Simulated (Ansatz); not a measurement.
The cluster K₄Bi₂⁺. The state is a doublet with charge 1. Geometry r2SCAN-D4/def2-SVP; atoms count from 1.

```xyz
6

K     1.214    2.825    0.859
K    -0.681   -2.523    1.819
K     3.361   -0.897   -1.986
K    -2.885    0.055   -1.571
Bi    0.443   -0.285   -0.617
Bi   -1.452    0.824    1.497
```

In the def2 sets Bi takes a core potential; there is no spin–orbit coupling. The structure comes from a short search, and lower isomers may exist.

(1) Estimate the Mulliken populations from the PBE0/def2-TZVP orbitals of Ansatz.

(2) Where does the spin sit?

(3) And the Mayer bond orders between bonded heavy atoms (over 0.3)?

Answers

(1) 
```
atom  charge (e)  spin (α − β)
  K1        0.68         -0.02
  K2        0.63          0.00
  K3        0.68          0.02
  K4        0.64          0.01
 Bi5       -1.02          0.35
 Bi6       -0.61          0.65
```
Mulliken values and Mayer orders depend strongly on the basis.

(2) Summed by element: K 0.00, Bi 1.00, of 1 unpaired in all. Largest on single atoms: Bi6 0.65, Bi5 0.35, K1 -0.02.

(3) K1–Bi6 0.31 (3.39 Å); K2–Bi6 0.34 (3.45 Å); K3–Bi5 0.47 (3.28 Å); K4–Bi6 0.34 (3.47 Å); Bi5–Bi6 1.13 (3.05 Å).
